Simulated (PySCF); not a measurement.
## Electric field gradients and quadrupole coupling constants

Compound: C5H12N2.
Structure used (GFN2-xTB), in Å, numbered top down from 1:
```
atom  x, y, z in Å
C1    -1.573    1.704    0.876
C2    -1.776    0.390    0.809
N3    -0.844   -0.580    0.527
C4    -1.106   -1.944    0.926
N5     0.526   -0.265    0.523
C6     0.999    0.160   -0.789
C7     2.486    0.470   -0.718
H8    -2.392    2.373    1.061
H9    -0.609    2.163    0.737
H10   -2.771   -0.011    0.950
H11   -0.392   -2.589    0.417
H12   -1.001   -2.093    2.008
H13   -2.115   -2.223    0.626
H14    0.727    0.454    1.219
H15    0.820   -0.674   -1.475
H16    0.451    1.034   -1.172
H17    2.865    0.719   -1.705
H18    2.668    1.313   -0.055
H19    3.028   -0.392   -0.336
```

Field gradients from the PBE0/pcSseg-1 density (PySCF, non-relativistic), principal values in atomic units, ordered |Vxx| ≤ |Vyy| ≤ |Vzz|:

```
atom     Vxx     Vyy      Vzz
  N3  0.4551  0.9236  -1.3787
  N5  0.4046  1.0390  -1.4435
```

**Question.** Find the asymmetry η = (Vxx − Vyy)/Vzz and the couplings χ = eQV/h (234.96 MHz × Q in barn × V in au), with Q(14N) = 0.02044 b.

**Answer.** 
```
atom         environment  nucleus     η  χzz (MHz)  χxx (MHz)  χyy (MHz)
  N3  hydrazine nitrogen      14N  0.34      -6.62       2.19       4.44
  N5  hydrazine nitrogen      14N  0.44      -6.93       1.94       4.99
```

The tensor is traceless: Vxx + Vyy + Vzz = 0.

**Question.** What is Vzz at N5 in SI units (1 au = 9.71736 × 10²¹ V/m²)?

**Answer.** -1.4435 au = -14.027 × 10²¹ V/m².

**Question.** And the gradient at the other heavy atoms, for which no coupling is worked out here?

**Answer.** 
| atom | environment | Vzz (au) | η |
| --- | --- | --- | --- |
| C1 | terminal =CH2 carbon | 0.089 | 0.76 |
| C2 | vinylic carbon bearing nitrogen | -0.314 | 0.64 |
| C4 | N-methyl carbon | 0.267 | 0.14 |
| C6 | sp3 carbon bound to nitrogen | 0.223 | 0.30 |
| C7 | methyl carbon | 0.053 | 0.60 |

**Question.** What couplings would deuterons (Q(2H) = 0.00286 b) have in place of the hydrogens, at this geometry?

**Answer.** 
| atom | bonded to | bond length (Å) | Vzz (au) | η | χzz (kHz) |
| --- | --- | --- | --- | --- | --- |
| H8 | C1 | 1.074 | 0.3497 | 0.10 | 235 |
| H9 | C1 | 1.076 | 0.3462 | 0.10 | 233 |
| H10 | C2 | 1.081 | 0.3214 | 0.09 | 216 |
| H11 | C4 | 1.088 | 0.3074 | 0.06 | 207 |
| H12 | C4 | 1.097 | 0.2922 | 0.06 | 196 |
| H13 | C4 | 1.089 | 0.3081 | 0.07 | 207 |
| H14 | N5 | 1.021 | 0.3705 | 0.20 | 249 |
| H15 | C6 | 1.094 | 0.2967 | 0.05 | 199 |
| H16 | C6 | 1.101 | 0.2825 | 0.05 | 190 |
| H17 | C7 | 1.087 | 0.3179 | 0.02 | 214 |
| H18 | C7 | 1.088 | 0.3140 | 0.03 | 211 |
| H19 | C7 | 1.087 | 0.3157 | 0.01 | 212 |

One conformer (not necessarily the lowest) at the GFN2-xTB geometry, without solvent, vibrations or thermal averaging. GFN2-xTB bond lengths can be off by several hundredths of an ångström, more for odd bonds, and the gradients follow them. The small basis limits the accuracy of the gradients.
